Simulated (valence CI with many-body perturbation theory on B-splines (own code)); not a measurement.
**Tc XXI: calculated level list**

Method: configuration interaction combined with many-body perturbation theory (CI+MBPT): five valence electrons over a frozen Dirac-Fock core [Ar], a basis of 7 s, 7 p, 8 d, 6 f, 4 g, 1 h functions for each j, with the one-electron correlation potential Σ1 (screened to all orders), the two-electron term Σ2, the three-electron term Σ3, Breit, model QED; selected single and double excitations, second order for the rest, scaled by the run's own slope (own B-spline code, finite nucleus).

No measured levels were compared; by estimate terms of the open shell hold to 2 to 4 % of their energy, and close levels can change places. Only levels of the ground parity were solved; by the run's estimate the other parity begins above the list, which can be wrong where configurations are misplaced.

Levels 1 to 37 of 37, with energies above the lowest level, 3d⁵ ⁶S_5/2. "Leading %" is the weight of the configuration and term that name the level; weights of strongly mixed levels are sums over their largest components and can fall short. In the jj column 3d3/2^4 stands for four electrons in 3d with j = 3/2. Lifetimes count E1, E2, E3, M1 and M2 decay at the calculated energies, and are blank where another channel may lead or the interval is too uncertain; long ones can be off by a factor of two.

```
No.  Configuration  Term     J  E (eV)  Leading %  Lifetime      g               Leading jj
  1            3d⁵    ⁶S   5/2   0.000         92            1.964   3d3/2^3 3d5/2^2 (39 %)
  2            3d⁵    ⁴G   5/2  10.684         35    908 μs  1.019     3d3/2^4 3d5/2 (69 %)
  3            3d⁵    ⁴G   7/2  12.434         77   12.9 ms  1.043   3d3/2^3 3d5/2^2 (74 %)
  4            3d⁵    ⁴G  11/2  12.636         88            1.244   3d3/2^3 3d5/2^2 (57 %)
  5            3d⁵    ⁴G   5/2  12.952         44    660 μs  1.066   3d3/2^3 3d5/2^2 (49 %)
  6            3d⁵    ⁴P   3/2  12.995         53    508 μs  1.443   3d3/2^3 3d5/2^2 (79 %)
  7            3d⁵    ⁴G   9/2  13.074         92    159 ms  1.168   3d3/2^2 3d5/2^3 (54 %)
  8            3d⁵    ⁴P   1/2  14.175         71   23.7 ms  1.972   3d3/2^3 3d5/2^2 (50 %)
  9            3d⁵    ⁴D   7/2  15.660         79   2.33 ms  1.349   3d3/2^2 3d5/2^3 (77 %)
 10            3d⁵    ⁴D   5/2  16.802         49    711 μs  1.326   3d3/2^3 3d5/2^2 (48 %)
 11            3d⁵    ⁴D   1/2  17.341         75   1.39 ms  0.661   3d3/2^2 3d5/2^3 (83 %)
 12            3d⁵    ⁴D   3/2  17.814         52    616 μs  1.361   3d3/2^2 3d5/2^3 (59 %)
 13            3d⁵    ²I  11/2  18.122         78   2.06 ms  0.970   3d3/2^2 3d5/2^3 (65 %)
 14            3d⁵    ²I  13/2  19.351        100   18.6 ms  1.074  3d3/2^2 3d5/2^3 (100 %)
 15            3d⁵    ²F   7/2  19.688         45   2.51 ms  1.127   3d3/2^3 3d5/2^2 (70 %)
 16            3d⁵    ²D   3/2  19.930         52    544 μs  0.685   3d3/2^2 3d5/2^3 (66 %)
 17            3d⁵    ²F   5/2  20.181         28    231 μs  1.095     3d3/2 3d5/2^4 (45 %)
 18            3d⁵    ²G   9/2  20.212         44   1.83 ms  1.176   3d3/2^3 3d5/2^2 (53 %)
 19            3d⁵    ⁴F   5/2  22.183         54    733 μs  1.039   3d3/2^2 3d5/2^3 (67 %)
 20            3d⁵    ²H   9/2  22.882         55    467 μs  1.086   3d3/2^2 3d5/2^3 (97 %)
 21            3d⁵    ²F   7/2  23.596         36    578 μs  1.105   3d3/2^2 3d5/2^3 (52 %)
 22            3d⁵    ⁴F   3/2  24.138         52    646 μs  0.625     3d3/2 3d5/2^4 (59 %)
 23            3d⁵    ²G   7/2  24.465         50    525 μs  1.022   3d3/2^2 3d5/2^3 (50 %)
 24            3d⁵    ²F   5/2  25.046         65    501 μs  0.964   3d3/2^2 3d5/2^3 (62 %)
 25            3d⁵    ²H  11/2  25.833         75            1.064     3d3/2 3d5/2^4 (90 %)
 26            3d⁵    ²F   7/2  26.520         60    749 μs  1.146     3d3/2 3d5/2^4 (50 %)
 27            3d⁵    ²G   9/2  26.652         51    754 μs  1.085     3d3/2 3d5/2^4 (70 %)
 28            3d⁵    ²S   1/2  27.652         91    360 μs  1.971   3d3/2^3 3d5/2^2 (37 %)
 29            3d⁵    ²D   5/2  27.960         43    229 μs  1.044           3d5/2^5 (55 %)
 30            3d⁵    ²D   3/2  30.796         95    249 μs  0.810     3d3/2 3d5/2^4 (38 %)
 31            3d⁵    ²D   5/2  32.334         78    221 μs  1.149     3d3/2 3d5/2^4 (42 %)
 32            3d⁵    ²G   9/2  34.293         99            1.109   3d3/2^2 3d5/2^3 (76 %)
 33            3d⁵    ²G   7/2  34.992         93    361 μs  0.904     3d3/2 3d5/2^4 (53 %)
 34            3d⁵    ²P   3/2  40.273         86            1.257   3d3/2^2 3d5/2^3 (76 %)
 35            3d⁵    ²P   1/2  41.611         95            0.722     3d3/2 3d5/2^4 (44 %)
 36            3d⁵    ²D   5/2  44.878         99            1.196   3d3/2^2 3d5/2^3 (78 %)
 37            3d⁵    ²D   3/2  45.862         86            0.866     3d3/2 3d5/2^4 (69 %)
```

Names give the largest LS component (configuration and term), which can be under half, so a name can repeat, a term be missing and a line seem to break the LS rules; names also repeat where a configuration has a term twice.

The ionisation energy to 3d⁴ ⁵D0 of the next ion comes out as 903.36 eV (NIST: 904 ± 4 eV (theoretical)). All 37 levels together are meant to be complete up to 47.710 eV.
